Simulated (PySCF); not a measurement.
**Ionisation energy of Te⁴²⁺ by level of theory**

Te⁴²⁺ [Ne] (1S) → Te⁴³⁺ [He] 2s2 2p5 (2P), as a difference of total energies. Calculation: PySCF 2.14, in an even-tempered Gaussian basis (17 s from 19 bohr⁻², ratio 2.2; 11 p from 25 bohr⁻², ratio 2.2; 6 d from 100 bohr⁻², ratio 2.4; 5 f from 150 bohr⁻², ratio 2.4; 4 g from 230 bohr⁻², ratio 2.4); the non-relativistic Hamiltonian (point nucleus). Correlated levels: nothing frozen; virtual orbitals above 40 to 60 times the deepest correlated orbital energy dropped. The calculations carry no spin-orbit coupling.

| method | ionisation energy (eV) |
| --- | --- |
| UHF | 7000.4 |
| LDA | 6997.1 |
| PBE | 6997.6 |
| PBE0 | 6998.8 |
| r2SCAN | 7001.5 |
| B97-3 | 6998.9 |
| PBEsol | 6996.6 |
| MP2 (all electrons) | 7002.0 |
| SCS-MP2 (all electrons) | 7001.9 |

A first-order spin-orbit estimate (lowest level to lowest level, LS coupling) adds -77.593 eV.

The gap to the reference is mostly relativistic.

For comparison: 7022 ± 4 eV (theoretical estimate listed by NIST; NIST Atomic Spectra Database, ionization energies).
